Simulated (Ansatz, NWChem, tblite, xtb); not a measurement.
# GaPH3F3 (SMILES [F][Ga-]([F])([F])[PH3+]): the dipole moment, rung by rung

The species is GaPH3F3 (8 atoms), meant as a singlet with charge 0. As SMILES, `[F][Ga-]([F])([F])[PH3+]`. The shape is that of a PBE0-D4/def2-TZVP optimisation.

Quantity: the dipole moment, in D. The values are calculated.

| level | kind | program | value (D) |
| --- | --- | --- | --- |
| GFN2-xTB | semi-empirical | tblite | 8.28 |
| GFN0-xTB | semi-empirical | xtb | 6.56 |
| GFN1-xTB | semi-empirical | xtb | 7.16 |
| IPEA1-xTB | semi-empirical | tblite | 8.61 |
| HF/STO-3G | Hartree–Fock | NWChem | 6.34 |
| HF/3-21G | Hartree–Fock | NWChem | 6.63 |
| HF/6-31G** (spherical functions) | Hartree–Fock | Ansatz | 6.70 |
| HF/def2-SVP | Hartree–Fock | Ansatz | 6.80 |
| HF/def2-TZVP | Hartree–Fock | Ansatz | 6.69 |
| r2SCAN/def2-TZVP | meta-GGA | Ansatz | 6.40 |

All-electron rows without a relativistic Hamiltonian named are non-relativistic. The values span 6.34 to 8.61 D. Sets without polarisation functions give poor dipoles.
